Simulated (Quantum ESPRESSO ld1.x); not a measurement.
The run below uses ld1.x (Quantum ESPRESSO 7.5).

```
 &input
    zed=53.0,
    iswitch=1,
    rel=1,
    lsd=1,
    dft='PW',
    config='[Kr] 4d10',
    verbosity='high',
    prefix='ld1',
    max_out_wfc=37,
    file_charge='ld1.rho',
 /
```

It prints (banner and zero overlaps left out):

```
     Program LD1 v.7.5 starts

     --------------------------- All-electron run ----------------------------

     scalar relativistic calculation

     atomic number is 53.00
     dft =PW   lsd =1 sic =0 latt =0  beta=0.20 tr2=1.0E-14
     Exchange-correlation= PW
                           (   1   4   0   0   0   0   0)
     mesh =2073 r(mesh) = 100.05380 a.u. xmin = -8.00 dx = 0.00800
     1 Ry =  13.60569312 eV, c = 137.03599908

     n l     nl                  e(Ry)          e(Ha)          e(eV)
     1 0     1S 1( 1.00)   -2428.599124916   -1214.299562458 -33042.7744124
     2 0     2S 1( 1.00)    -381.070373884    -190.535186942  -5184.7265653
     2 1     2P 1( 3.00)    -342.923833639    -171.461916819  -4665.7164451
     3 0     3S 1( 1.00)     -82.292334520     -41.146167260  -1119.6442499
     3 1     3P 1( 3.00)     -69.927347174     -34.963673587   -951.4100266
     4 0     4S 1( 1.00)     -19.920970193      -9.960485097   -271.0386072
     4 1     4P 1( 3.00)     -16.018103628      -8.009051814   -217.9374024
     3 2     3D 1( 5.00)     -51.355794307     -25.677897154   -698.7311774
     4 2     4D 1( 5.00)     -10.287861671      -5.143930836   -139.9734888
     1 0     1S 2( 1.00)   -2428.599124916   -1214.299562458 -33042.7744124
     2 0     2S 2( 1.00)    -381.070373884    -190.535186942  -5184.7265653
     2 1     2P 2( 3.00)    -342.923833639    -171.461916819  -4665.7164451
     3 0     3S 2( 1.00)     -82.292334520     -41.146167260  -1119.6442499
     3 1     3P 2( 3.00)     -69.927347174     -34.963673587   -951.4100266
     4 0     4S 2( 1.00)     -19.920970193      -9.960485097   -271.0386072
     4 1     4P 2( 3.00)     -16.018103628      -8.009051814   -217.9374024
     3 2     3D 2( 5.00)     -51.355794307     -25.677897154   -698.7311774
     4 2     4D 2( 5.00)     -10.287861671      -5.143930836   -139.9734888

     final scf error:  7.0E-15 reached in  32 iterations

     Etot =  -14198.009847 Ry,   -7099.004924 Ha, -193173.764938 eV
     Total magnetization:    0.00 Bohr mag.

     Ekin =   14900.549896 Ry,    7450.274948 Ha,  202732.309248 eV
     Encl =  -34050.973682 Ry,  -17025.486841 Ha, -463287.098451 eV
     Eh   =    5297.208787 Ry,    2648.604393 Ha,   72072.197164 eV
     Exc  =    -344.794849 Ry,    -172.397424 Ha,   -4691.172899 eV
```

Run on one thread of a shared host, so times are rough (Intel(R) Xeon(R) Processor @ 2.60GHz): 0.6 s of CPU time, 1.2 s wall, 32 iterations on 2073 mesh points.
